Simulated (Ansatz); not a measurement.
Consider the ligand exchange at the In–C bond: `CCC[CH](Cl)[InH2]` + HCl → `[Cl][InH2]` + `CCCCCl`.

Gas-phase electronic energies from Ansatz, PBE0-D4/def2-TZVP geometries. CCSD(T)/CBS adds triple-zeta CCSD(T) − MP2 to the extrapolated MP2 energy (def2 sets, frozen cores). This one scheme is used for every species. Functionals use def2-TZVPP. Elements past krypton have def2 core potentials. For In outer-core shells are correlated without core-valence functions, which leaves a few kJ/mol of doubt a bond. Each species was taken in one conformer, which may not be the lowest.

```tsv
level	ΔE (kJ/mol)
BHLYP	-183.6
MP2/CBS(def2)	-146.4
```

(1) What does CCSD(T)/CBS give? (An estimate is asked.)

(2) What do rigid-rotor, harmonic-oscillator terms from PBE0-D4/def2-TZVP frequencies (298.15 K, 1 bar) make of the CCSD(T)/CBS value? (Best estimate.)

Largest T1 diagnostic among the species: 0.014.

Results:

(1) Ansatz gave: -148.2 kJ/mol. The listed levels differ from it by -35.4, 1.8 kJ/mol.

(2) Computed: ΔZPE = +14.5 kJ/mol, ΔH = -137.6 kJ/mol, ΔS = 12 J/(mol·K), ΔG = -141.2 kJ/mol. Modes under 50 cm⁻¹ make the entropy rough.

From r2SCAN to r2SCAN0 (25 % exact exchange), in def2-TZVPP and without D4, ΔE moves by −5.0 kJ/mol. Leaving LDA and LC-ωPBE aside and taking each functional with its dispersion term where it has one, the values, not all of them listed here, spread over 19.4 kJ/mol, from BHLYP-D4 to revPBE-D4. LDA lies +16.7 kJ/mol from PBE without D4. At CCSD(T), def2-SVP lies −9.1 kJ/mol from the extrapolated value and def2-TZVPP −1.3 kJ/mol.
